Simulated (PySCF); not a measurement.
Compound: H₉OPSi₃.
SMILES: `[SiH3]O[SiH2][SiH2]P`

Jobs on this species (14 atoms, 74 electrons) with PySCF (density fitting). Hardware of each: one thread, Arm Neoverse V2 (aarch64), no GPU, on a shared host. Other jobs ran on the host; a repeat could differ by tens of per cent or more. Peak memory is the resident size of the whole Python process, interpreter and libraries included.

Question: Rank these jobs by wall time, shortest first.
A. PBE0/6-31G*; shieldings, charges and field gradients; 104 basis functions
B. B3LYP/pcSseg-1; shieldings; 158 basis functions
C. PBE0/STO-3G; shieldings, charges and field gradients; 50 basis functions
D. LC-wPBE/pcSseg-1; shieldings; 158 basis functions
E. PBE0/cc-pVTZ; shieldings, charges and field gradients; 292 basis functions

Answer: C (3.7 s), A (8.4 s), B (14 s), D (23 s), E (37 s).

All jobs:

```
level and settings                                     work  basis functions  SCF cycles  wall time  peak memory
       PBE0/STO-3G  shieldings, charges and field gradients               50          11      3.7 s     0.37 GiB
       HF/pcSseg-1                               shieldings              158          10      8.0 s     0.86 GiB
       PBE0/6-31G*  shieldings, charges and field gradients              104          11      8.4 s     0.58 GiB
    B3LYP/pcSseg-1                               shieldings              158          13       14 s     0.88 GiB
    B97-2/pcSseg-1                               shieldings              158          12       14 s     0.85 GiB
     BLYP/pcSseg-1                               shieldings              158          14       17 s     0.79 GiB
    B97-D/pcSseg-1                               shieldings              158          14       17 s     0.79 GiB
  LC-wPBE/pcSseg-1                               shieldings              158          12       23 s     0.88 GiB
      PBE0/cc-pVTZ  shieldings, charges and field gradients              292          13       37 s      1.2 GiB
```

Q: What do all jobs in the table cost together?

A: About 2.4 min; the longest takes about 26 % of that, and about 10 times as long as the shortest.
